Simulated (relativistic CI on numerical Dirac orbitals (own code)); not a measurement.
## Line list: Electric-dipole lines, Eu LXII

Computed by Dirac-Coulomb-Breit CI, KLI orbitals optimised for each configuration, model QED, unscaled Slater integrals (own radial code, finite nucleus).

Configuration list: 1s², 1s2s, 1s2p, 1s3s, 1s3p, 1s3d, 1s4s, 1s4p, 1s4d, 1s4f, 1s5s, 1s5p, 1s5d, 1s5f, 1s5g, 1s6s, 1s6p, 1s6d, 2s². Levels of other configurations are missing.

| λ vac (nm) | Lower | Upper | A (s⁻¹) | gf | Branching (%) |
| --- | --- | --- | --- | --- | --- |
| 0.02909 | 1s² ¹S0 [1] | 1s2p ¹P°1 [7] | 1.23e+16 | 4.66e-01 | 100.0 |
| 0.12414 | 1s2p ³P°2 [6] | 1s4d ³D3 [26] | 3.07e+14 | 4.97e-01 | 74.7 |
| 0.15088 | 1s2s ³S1 [2] | 1s3p ³P°2 [12] | 3.03e+14 | 5.18e-01 | 98.4 |
| 0.15245 | 1s2p ³P°1 [3] | 1s3d ³D2 [13] | 8.65e+14 | 1.51e+00 | 81.9 |
| 0.15272 | 1s2p ³P°0 [4] | 1s3d ³D1 [14] | 5.79e+14 | 6.08e-01 | 56.2 |
| 0.16674 | 1s2p ³P°2 [6] | 1s3d ³D3 [16] | 9.51e+14 | 2.78e+00 | 99.6 |
| 0.16764 | 1s2p ¹P°1 [7] | 1s3d ¹D2 [17] | 8.52e+14 | 1.79e+00 | 86.5 |
| 0.32574 | 1s3d ³D2 [13] | 1s5f ³F°3 [41] | 6.54e+13 | 7.28e-01 | 59.1 |
| 0.33108 | 1s3d ³D3 [16] | 1s5f ³F°4 [44] | 6.72e+13 | 9.94e-01 | 62.4 |
| 0.43506 | 1s3s ³S1 [8] | 1s4p ³P°2 [22] | 3.83e+13 | 5.43e-01 | 20.7 |
| 0.43837 | 1s3p ³P°1 [9] | 1s4d ³D2 [23] | 8.46e+13 | 1.22e+00 | 18.3 |
| 0.47150 | 1s3p ³P°2 [12] | 1s4d ³D3 [26] | 1.03e+14 | 2.41e+00 | 25.1 |
| 0.47312 | 1s3d ³D2 [13] | 1s4f ³F°3 [27] | 1.95e+14 | 4.58e+00 | 91.8 |
| 0.47348 | 1s3d ³D1 [14] | 1s4f ³F°2 [28] | 1.75e+14 | 2.95e+00 | 82.6 |
| 0.47354 | 1s3p ¹P°1 [15] | 1s4d ¹D2 [29] | 9.32e+13 | 1.57e+00 | 21.7 |
| 0.48316 | 1s3d ³D3 [16] | 1s4f ³F°4 [30] | 2.03e+14 | 6.40e+00 | 98.2 |
| 0.48348 | 1s3d ¹D2 [17] | 1s4f ¹F°3 [31] | 1.93e+14 | 4.75e+00 | 93.5 |
| 0.95411 | 1s4p ³P°1 [19] | 1s5d ³D2 [37] | 1.66e+13 | 1.13e+00 | 6.9 |
| 1.0173 | 1s4p ³P°2 [22] | 1s5d ³D3 [40] | 2.15e+13 | 2.33e+00 | 10.0 |
| 1.0205 | 1s4d ³D2 [23] | 1s5f ³F°3 [41] | 3.60e+13 | 3.93e+00 | 32.5 |
| 1.0211 | 1s4d ³D1 [24] | 1s5f ³F°2 [42] | 3.24e+13 | 2.53e+00 | 29.3 |
| 1.0212 | 1s4p ¹P°1 [25] | 1s5d ¹D2 [43] | 1.95e+13 | 1.52e+00 | 8.6 |
| 1.0391 | 1s4d ³D3 [26] | 1s5f ³F°4 [44] | 3.82e+13 | 5.57e+00 | 35.5 |
| 1.0393 | 1s4f ³F°3 [27] | 1s5g ³G4 [45] | 6.13e+13 | 8.94e+00 | 95.4 |
| 1.0396 | 1s4f ³F°2 [28] | 1s5g ³G3 [46] | 5.84e+13 | 6.62e+00 | 90.9 |
| 1.0397 | 1s4d ¹D2 [29] | 1s5f ¹F°3 [47] | 3.64e+13 | 4.13e+00 | 33.8 |
| 1.0480 | 1s4f ³F°4 [30] | 1s5g ³G5 [48] | 6.28e+13 | 1.14e+01 | 98.9 |
| 1.0482 | 1s4f ¹F°3 [31] | 1s5g ¹G4 [49] | 6.11e+13 | 9.05e+00 | 96.1 |
| 1.8739 | 1s5p ³P°2 [36] | 1s6d ³D3 [58] | 6.40e+12 | 2.36e+00 | 5.1 |
| 1.8805 | 1s5p ¹P°1 [39] | 1s6d ¹D2 [59] | 5.83e+12 | 1.54e+00 | 4.4 |

Terms are leading LS components. Brackets give the number of a level in order of energy, since labels repeat. The list gives strong lines, with weight on those to low levels, without lines whose two gauges differ by over a factor of 2.5, among the lowest 59 of 60 levels, so that lines to higher ones, which can be the strongest, are missing. Levels whose partners in the same complex of configurations lie outside the list can be far off, and so can their lines. Rates are taken at the computed energies, electric ones in the length gauge.

At this charge energies of transitions that change n are usually good to better than 1 %, and those within a shell (Δn = 0) to a few per cent.

From the table, what is the radiative lifetime of 1s4d ³D3?

The listed rates from this level add up to about 4.11e+14 s⁻¹, 100 % of its decay; with all channels τ = 2.43e-15 s.

LS names give the leading component of a level, which can be under half, so a name can repeat, a term be missing and a line seem to break the LS rules.
